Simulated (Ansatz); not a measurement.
Correlation energies of `C=[C](Cl)[AlH][F]` by basis set

| atom | x (Å) | y (Å) | z (Å) |
| --- | --- | --- | --- |
| C1 | -1.271 | 0.075 | 0.612 |
| C2 | -0.384 | -0.414 | -0.253 |
| Cl3 | -0.855 | -1.691 | -1.336 |
| Al4 | 1.419 | 0.298 | -0.301 |
| F5 | 2.511 | -0.306 | -1.372 |
| H6 | -2.294 | -0.285 | 0.683 |
| H7 | -0.977 | 0.872 | 1.289 |
| H8 | 1.853 | 1.451 | 0.678 |

Total charge 0; spin multiplicity 1. All single points use the PBE0-D4/def2-TZVP geometry. It is one conformer, not always the lowest. Frozen core, restricted reference, Ansatz 0.2.0. CBS rows extrapolate triple and quadruple zeta; past MP2 they add the triple-zeta difference.

```
     basis     HF (Eh)  MP2 corr.
  def2-SVP  -878.02706   -0.64122
def2-TZVPP  -878.48904   -0.83246
def2-QZVPP  -878.51746   -0.90314
```

(1) Estimate the CCSD correlation energy and the (T) correction in each basis where they were run (hartree).

## Answers

(1) 
| basis | CCSD corr. | (T) |
| --- | --- | --- |
| def2-SVP | -0.68060 | -0.01872 |
| def2-TZVPP | -0.86823 | -0.03552 |
| CBS(def2) | -0.99126 | as TZ |
